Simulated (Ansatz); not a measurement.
Geometry optimisation, Ansatz 0.2.0, RKS PBE-D4/STO-3G.

Input:

```yaml
crystal:
  periodic: [false, false, false]
  atoms:
    - { symbol: B, position_ang: [-1.0998, 1.1288, 0.5943] }
    - { symbol: C, position_ang: [0.0703, 0.5435, -0.2198] }
    - { symbol: F, position_ang: [0.8249, 1.5657, -0.7412] }
    - { symbol: Al, position_ang: [-0.5449, -0.5505, -1.7269] }
    - { symbol: Si, position_ang: [1.1175, -0.5382, 0.8834] }
    - { symbol: H, position_ang: [-1.8941, 1.9246, 0.0333] }
    - { symbol: H, position_ang: [-1.2945, 0.9379, 1.7317] }
    - { symbol: H, position_ang: [-1.7244, -1.6056, -1.3927] }
    - { symbol: H, position_ang: [0.4372, -1.0314, -2.7783] }
    - { symbol: H, position_ang: [2.241, -1.0924, 0.1602] }
    - { symbol: H, position_ang: [0.2838, -1.6244, 1.4626] }
    - { symbol: H, position_ang: [1.66, 0.2867, 2.0272] }
basis:
  gaussian: { orbitals: STO-3G }
hamiltonian:
  xc: pbe
  dispersion: d4
relax:
  f_tol: 0.02
  max_steps: 40
```

Launched with:

```bash
$ ansatz run input.yaml --threads 1 --pin off --max-ram 2048MiB --backend cpu --events-out ev --progress --plain --runs-dir out
```

Where does it end, and by what steps?

The run converged. Limits of this set-up: minimal basis. After 22 steps the energy has fallen by 1.564 eV; H9 moved furthest, 1.69 Å. Joined: B1–Al4.

```
step  energy less start (eV)  largest force component (eV/Å)  accepted
   0                  0.0000                           3.187       yes
   1                 -0.7586                           0.779       yes
   2                 -0.9754                           0.678       yes
   3                 -1.1402                           0.783       yes
   4                 -1.2373                           0.779       yes
   5                 -1.3315                           0.389       yes
   6                 -1.3825                           0.345       yes
   7                 -1.4288                           0.512       yes
   8                 -1.4474                           0.498       yes
   9                 -1.4652                           0.472       yes
  10                 -1.4975                           0.391       yes
  11                 -1.5053                           0.507       yes
  12                 -1.5203                           0.401       yes
  13                 -1.5347                           0.213       yes
  14                 -1.5459                           0.150       yes
  15                 -1.5476                           0.411       yes
  16                 -1.5571                           0.194       yes
  17                 -1.5538                           0.233        no
  18                 -1.5614                           0.047       yes
  19                 -1.5625                           0.062       yes
  20                 -1.5632                           0.056       yes
  21                 -1.5628                           0.089        no
  22                 -1.5635                           0.015       yes
```

```xyz
12
Properties=species:S:1:pos:R:3
B -1.129 1.068 0.139
C 0.317 0.729 0.022
F 1.204 1.535 -0.705
Al -0.760 -0.510 -1.371
Si 1.210 -0.562 1.121
H -1.593 2.009 -0.389
H -1.813 0.329 0.761
H -0.768 -1.969 -0.982
H -0.930 -0.040 -2.797
H 2.087 -1.421 0.334
H 0.226 -1.379 1.810
H 2.026 0.156 2.090
```

Time of the run: 81 s on 1 thread of Arm Neoverse V1, with other jobs on the host, peak memory 0.17 GiB.
